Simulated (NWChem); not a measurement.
System: SiH$_{3}$O cation; SMILES [OH+]=[SiH2]

Here is an NWChem input.

```
start job
memory heap 200 mb stack 900 mb global 1100 mb
charge 1
geometry units angstroms noautosym nocenter noautoz
  O     -0.151604    -1.089374     0.000000
  Si    -0.050471     0.495105     0.000000
  H      0.569462    -1.745977     0.000000
  H      1.255118     1.175440     0.000000
  H     -1.355214     1.162261     0.000000
end
basis spherical
  O library def2-tzvp
  Si library def2-tzvp
  H library def2-tzvp
end
dft
  xc b3lyp
  iterations 150
end
tddft
  cis
  ecut -17.5
  nroots 6
  notriplet
end
task tddft energy
```

NWChem printed, in part:

```
             Northwest Computational Chemistry Package (NWChem) 7.3.0
             --------------------------------------------------------

                             Geometry "geometry" -> ""
                             -------------------------

 Output coordinates in angstroms (scale by  1.889725989 to convert to a.u.)

  No.       Tag          Charge          X              Y              Z
 ---- ---------------- ---------- -------------- -------------- --------------
    1 O                    8.0000    -0.15160400    -1.08937400     0.00000000
    2 Si                  14.0000    -0.05047100     0.49510500     0.00000000
    3 H                    1.0000     0.56946200    -1.74597700     0.00000000
    4 H                    1.0000     1.25511800     1.17544000     0.00000000
    5 H                    1.0000    -1.35521400     1.16226100     0.00000000

 Effective nuclear repulsion energy (a.u.)      58.7208897514

                                 NWChem DFT Module
                                 -----------------

 Summary of "ao basis" -> "ao basis" (spherical)
 ------------------------------------------------------------------------------
       Tag                 Description            Shells   Functions and Types
 ---------------- ------------------------------  ------  ---------------------
 O                         def2-tzvp                11       31   5s3p2d1f
 Si                        def2-tzvp                13       37   5s5p2d1f
 H                         def2-tzvp                 4        6   3s1p

            General Information
            -------------------
          SCF calculation type: DFT
          Wavefunction type:  closed shell.
          No. of atoms     :     5
          No. of electrons :    24
           Alpha electrons :    12
            Beta electrons :    12
          Charge           :     1
          Spin multiplicity:     1
          Use of symmetry is: off; symmetry adaption is: off
          Maximum number of iterations: 150
          AO basis - number of functions:    86
                     number of shells:    36
          Convergence on energy requested:  1.00D-06
          Convergence on density requested:  1.00D-05
          Convergence on gradient requested:  5.00D-04

              XC Information
              --------------
                         B3LYP Method XC Potential
                     Hartree-Fock (Exact) Exchange  0.200
                        Slater Exchange Functional  0.800 local
                    Becke 1988 Exchange Functional  0.720 non-local
              Lee-Yang-Parr Correlation Functional  0.810
                  VWN I RPA Correlation Functional  0.190 local

             Grid Information
             ----------------
          Grid used for XC integration:  medium
          Radial quadrature: Mura-Knowles
          Angular quadrature: Lebedev.
          Tag              B.-S. Rad. Rad. Pts. Rad. Cut. Ang. Pts.
          ---              ---------- --------- --------- ---------
          O                   0.60       49           9.0       434
          Si                  1.10       88           9.0       590
          H                   0.35       45          10.0       434
          Grid pruning is: on
          Number of quadrature shells:   272
          Spatial weights used:  Erf1

      Superposition of Atomic Density Guess
      -------------------------------------

 Sum of atomic energies:        -365.11914535

 Renormalizing density from      25.00 to     24

      Non-variational initial energy
      ------------------------------

 Total energy =    -356.216241
 1-e energy   =    -596.452056
 2-e energy   =     181.514925
 HOMO         =      -0.757238
 LUMO         =      -0.414857

   convergence    iter        energy       DeltaE   RMS-Dens  Diis-err
 ---------------- ----- ----------------- --------- --------- ---------
 d= 0,ls=0.0,diis     1   -366.0706082136 -4.25D+02  1.85D-02  3.98D+00
 d= 0,ls=0.0,diis     2   -365.2883579774  7.82D-01  1.55D-02  9.35D+00
 d= 0,ls=0.0,diis     3   -366.2259714787 -9.38D-01  3.39D-03  8.81D-01
 d= 0,ls=0.0,diis     4   -366.2996220873 -7.37D-02  7.13D-04  7.13D-03
 d= 0,ls=0.0,diis     5   -366.3005777208 -9.56D-04  1.12D-04  3.46D-04
  Resetting Diis
 d= 0,ls=0.0,diis     6   -366.3006207574 -4.30D-05  2.73D-05  1.35D-05
 d= 0,ls=0.0,diis     7   -366.3006223583 -1.60D-06  6.33D-06  2.73D-07
 d= 0,ls=0.0,diis     8   -366.3006223768 -1.86D-08  2.58D-06  1.26D-07

         Total DFT energy =     -366.300622376843
      One electron energy =     -616.282751127838
           Coulomb energy =      221.661236680832
    Exchange-Corr. energy =      -30.399997681252
 Nuclear repulsion energy =       58.720889751415

 Numeric. integr. density =       24.000006240714

                       DFT Final Molecular Orbital Analysis
                       ------------------------------------

 Vector   10  Occ=2.000000D+00  E=-6.618704D-01
              MO Center= -4.5D-01, -3.2D-02, -1.3D-09, r^2= 2.2D+00
   Bfn.  Coefficient  Atom+Function         Bfn.  Coefficient  Atom+Function
  ----- ------------  ---------------      ----- ------------  ---------------
    46      0.251089  2 Si px                 6      0.233411  1 O  px
    82     -0.208539  5 H  s                  7      0.200498  1 O  py
     9      0.193363  1 O  px                10      0.164593  1 O  py
    47     -0.133837  2 Si py                81     -0.130369  5 H  s
    43      0.110875  2 Si px                37     -0.107837  2 Si px

 Vector   11  Occ=2.000000D+00  E=-6.311628D-01
              MO Center= -1.2D-01, -9.2D-01,  2.5D-10, r^2= 8.7D-01
   Bfn.  Coefficient  Atom+Function         Bfn.  Coefficient  Atom+Function
  ----- ------------  ---------------      ----- ------------  ---------------
     8      0.440486  1 O  pz                11      0.373412  1 O  pz
    14      0.234421  1 O  pz                48      0.165485  2 Si pz
    45      0.071099  2 Si pz                39     -0.067900  2 Si pz
    53     -0.060372  2 Si d -1              51      0.045272  2 Si pz
    58     -0.039993  2 Si d -1              42     -0.033320  2 Si pz

 Vector   12  Occ=2.000000D+00  E=-6.073339D-01
              MO Center=  3.3D-02,  9.0D-02, -1.5D-10, r^2= 2.6D+00
   Bfn.  Coefficient  Atom+Function         Bfn.  Coefficient  Atom+Function
  ----- ------------  ---------------      ----- ------------  ---------------
     6      0.285764  1 O  px                 9      0.233916  1 O  px
    46     -0.218583  2 Si px                76     -0.209872  4 H  s
    82      0.146259  5 H  s                  7      0.134709  1 O  py
    12      0.133829  1 O  px                75     -0.134121  4 H  s
    10      0.112179  1 O  py                 4     -0.101833  1 O  s

 Vector   13  Occ=0.000000D+00  E=-3.364080D-01
              MO Center= -3.9D-02,  5.5D-01,  1.0D-08, r^2= 2.4D+00
   Bfn.  Coefficient  Atom+Function         Bfn.  Coefficient  Atom+Function
  ----- ------------  ---------------      ----- ------------  ---------------
    48      0.580202  2 Si pz                51      0.392479  2 Si pz
     8     -0.186562  1 O  pz                39     -0.173002  2 Si pz
    14     -0.172138  1 O  pz                45      0.169503  2 Si pz
    11     -0.152277  1 O  pz                58      0.078447  2 Si d -1
    42     -0.077779  2 Si pz                53      0.048419  2 Si d -1

 Vector   14  Occ=0.000000D+00  E=-2.461976D-01
              MO Center=  6.7D-02,  2.9D-01, -1.2D-08, r^2= 3.5D+00
   Bfn.  Coefficient  Atom+Function         Bfn.  Coefficient  Atom+Function
  ----- ------------  ---------------      ----- ------------  ---------------
    36      1.008681  2 Si s                  5     -0.498431  1 O  s
    77     -0.418411  4 H  s                 35      0.393325  2 Si s
    83     -0.332365  5 H  s                 50     -0.312109  2 Si py
    34     -0.220995  2 Si s                 71      0.212764  3 H  s
    76     -0.191614  4 H  s                 82     -0.179768  5 H  s

 Vector   15  Occ=0.000000D+00  E=-2.185461D-01
              MO Center=  7.9D-02,  8.1D-01, -4.0D-10, r^2= 3.6D+00
   Bfn.  Coefficient  Atom+Function         Bfn.  Coefficient  Atom+Function
  ----- ------------  ---------------      ----- ------------  ---------------
    36      0.865732  2 Si s                 83     -0.725156  5 H  s
    50      0.690958  2 Si py                77     -0.613164  4 H  s
    35      0.282319  2 Si s                 61     -0.250633  2 Si d  2
    47      0.245471  2 Si py                 5      0.182184  1 O  s
    71     -0.170068  3 H  s                 56     -0.138492  2 Si d  2

[...]

                                NWChem TDDFT Module
                                -------------------

            General Information
            -------------------
           No. of orbitals :     172
            Alpha orbitals :      86
             Beta orbitals :      86
        Alpha frozen cores :       0
         Beta frozen cores :       0
     Alpha frozen virtuals :       0
      Beta frozen virtuals :       0
         Spin multiplicity :       1
    Number of AO functions :      86
        Use of symmetry is : off
      Symmetry adaption is : off
         Schwarz screening :  0.10D-07

              XC Information
              --------------
                  B3LYP Method XC Potential
              Hartree-Fock (Exact) Exchange   0.20
                 Slater Exchange Functional   0.80 local
             Becke 1988 Exchange Functional   0.72 non-local
       Lee-Yang-Parr Correlation Functional   0.81
           VWN I RPA Correlation Functional   0.19 local

             TDDFT Information
             -----------------
          Calculation type : Tamm-Dancoff TDDFT
         Wavefunction type : Restricted singlets
          No. of electrons :      24
           Alpha electrons :      12
            Beta electrons :      12
              No. of roots :       6
          Max subspacesize :    5200
            Max iterations :     100
               Target root :       1
           Target symmetry : none
             Energy Cutoff :-0.18D+02
      Symmetry restriction : off
                 Algorithm : Optimal
        Davidson threshold :  0.10D-03

    6 smallest eigenvalue differences (eV)
--------------------------------------------------------
  No. Spin  Occ  Vir  Irrep   E(Occ)    E(Vir)   E(Diff)
--------------------------------------------------------
    1    1    2   13 a       -19.416    -0.336   519.171
    2    1    2   14 a       -19.416    -0.246   521.626
    3    1    2   15 a       -19.416    -0.219   522.378
    4    1    2   16 a       -19.416    -0.139   524.536
    5    1    2   17 a       -19.416    -0.108   525.375
    6    1    2   18 a       -19.416    -0.070   526.422
--------------------------------------------------------

  Entering Davidson iterations
  Restricted singlet excited states

  Iter   NTrls   NConv    DeltaV     DeltaE      Time
  ----  ------  ------  ---------  ---------  ---------
    1      6       0     0.11E+00   0.10+100       10.0
    2     12       0     0.86E-02   0.33E-02        9.4
    3     18       0     0.35E-02   0.40E-04       11.9
    4     24       5     0.28E-03   0.19E-05        9.1
    5     25       6     0.43E-04   0.55E-08        6.7
  ----  ------  ------  ---------  ---------  ---------
  Convergence criterion met

  Ground state a        -366.300622376843 a.u.

  ----------------------------------------------------------------------------
  Root   1 singlet a             19.014210444 a.u.              517.4032 eV
  ----------------------------------------------------------------------------
     Transition Moments    X  0.00000   Y  0.00000   Z  0.03498
     Dipole Oscillator Strength                    0.0155125731
     Electric Quadrupole                           0.0001942785
     Magnetic Dipole                               0.0003125017
     Total Oscillator Strength                     0.0160193533

     Occ.    2  a   ---  Virt.   13  a        0.99762
     Occ.    2  a   ---  Virt.   23  a       -0.05727
  ----------------------------------------------------------------------------
  Root   2 singlet a             19.109360265 a.u.              519.9924 eV
  ----------------------------------------------------------------------------
     Transition Moments    X -0.01563   Y -0.02161   Z  0.00000
     Dipole Oscillator Strength                    0.0090589134
     Electric Quadrupole                           0.0001407581
     Magnetic Dipole                               0.0000409872
     Total Oscillator Strength                     0.0092406587

     Occ.    2  a   ---  Virt.   14  a       -0.99358
     Occ.    2  a   ---  Virt.   15  a        0.09214
  ----------------------------------------------------------------------------
  Root   3 singlet a             19.151831084 a.u.              521.1481 eV
  ----------------------------------------------------------------------------
     Transition Moments    X -0.00966   Y  0.00825   Z -0.00000
     Dipole Oscillator Strength                    0.0020592270
     Electric Quadrupole                           0.0000281562
     Magnetic Dipole                               0.0000293035
     Total Oscillator Strength                     0.0021166867

     Occ.    2  a   ---  Virt.   14  a        0.09010
     Occ.    2  a   ---  Virt.   15  a        0.98747
     Occ.    2  a   ---  Virt.   16  a       -0.11760
  ----------------------------------------------------------------------------
  Root   4 singlet a             19.204189109 a.u.              522.5728 eV
  ----------------------------------------------------------------------------
     Transition Moments    X  0.01457   Y -0.03649   Z  0.00000
     Dipole Oscillator Strength                    0.0197629954
     Electric Quadrupole                           0.0003140040
     Magnetic Dipole                               0.0000985284
     Total Oscillator Strength                     0.0201755279

     Occ.    2  a   ---  Virt.   15  a        0.11814
     Occ.    2  a   ---  Virt.   16  a        0.98484
     Occ.    2  a   ---  Virt.   18  a        0.07167
  ----------------------------------------------------------------------------
  Root   5 singlet a             19.243671757 a.u.              523.6472 eV
  ----------------------------------------------------------------------------
     Transition Moments    X -0.03243   Y  0.00516   Z -0.00000
     Dipole Oscillator Strength                    0.0138373045
     Electric Quadrupole                           0.0001764962
     Magnetic Dipole                               0.0002809022
     Total Oscillator Strength                     0.0142947028

     Occ.    2  a   ---  Virt.   17  a       -0.99172
     Occ.    2  a   ---  Virt.   18  a       -0.08585
     Occ.    2  a   ---  Virt.   27  a        0.05261
  ----------------------------------------------------------------------------
  Root   6 singlet a             19.303398873 a.u.              525.2724 eV
  ----------------------------------------------------------------------------
     Transition Moments    X  0.01035   Y  0.00204   Z -0.00000
     Dipole Oscillator Strength                    0.0014312109
     Electric Quadrupole                           0.0000178244
     Magnetic Dipole                               0.0000261277
     Total Oscillator Strength                     0.0014751631

     Occ.    2  a   ---  Virt.   16  a       -0.07120
     Occ.    2  a   ---  Virt.   17  a       -0.08655
     Occ.    2  a   ---  Virt.   18  a        0.98641
     Occ.    2  a   ---  Virt.   22  a        0.10524

              Target root =      1
          Target symmetry = none
      Ground state energy =   -366.300622376843
        Excitation energy =     19.014210444247
     Excited state energy =   -347.286411932596

  stored tddft:energy   -347.28641193259637
```

Level: B3LYP/def2-TZVP, restricted-window TDA. Geometry: optimised at B3LYP/6-31G* (spherical d). The quadrupole and magnetic terms of the printed total strengths depend on the origin.
